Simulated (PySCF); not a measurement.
SMILES F[Si-2](F)(F)(F)(F)F (charge -2), B3LYP/def2-SVP optimised geometry.

```
7

F      0.00     0.00    -1.73
Si     0.00     0.00     0.00
F      0.00     1.73     0.00
F      0.00    -1.73     0.00
F      1.73     0.00     0.00
F      0.00     0.00     1.73
F     -1.73     0.00     0.00
```

Density from PySCF 2.14.0 with B3LYP/def2-TZVPD at that geometry.

Minimum of the electron density along straight lines between bonded atoms, close to the bond critical point (lines longer than 1.1 times the sum of covalent radii, or with two minima, are not listed):

```json
[
 {"bond": "F1–Si2", "length / Å": "1.729", "ρ at the minimum / e bohr⁻³": "0.101", "∇²ρ there / e bohr⁻⁵": "0.55", "position (fraction from the first atom)": "0.59"},
 {"bond": "Si2–F3", "length / Å": "1.728", "ρ at the minimum / e bohr⁻³": "0.102", "∇²ρ there / e bohr⁻⁵": "0.56", "position (fraction from the first atom)": "0.41"},
 {"bond": "Si2–F4", "length / Å": "1.728", "ρ at the minimum / e bohr⁻³": "0.102", "∇²ρ there / e bohr⁻⁵": "0.56", "position (fraction from the first atom)": "0.41"},
 {"bond": "Si2–F5", "length / Å": "1.729", "ρ at the minimum / e bohr⁻³": "0.101", "∇²ρ there / e bohr⁻⁵": "0.55", "position (fraction from the first atom)": "0.41"},
 {"bond": "Si2–F6", "length / Å": "1.729", "ρ at the minimum / e bohr⁻³": "0.101", "∇²ρ there / e bohr⁻⁵": "0.55", "position (fraction from the first atom)": "0.41"},
 {"bond": "Si2–F7", "length / Å": "1.729", "ρ at the minimum / e bohr⁻³": "0.101", "∇²ρ there / e bohr⁻⁵": "0.55", "position (fraction from the first atom)": "0.41"}
]
```
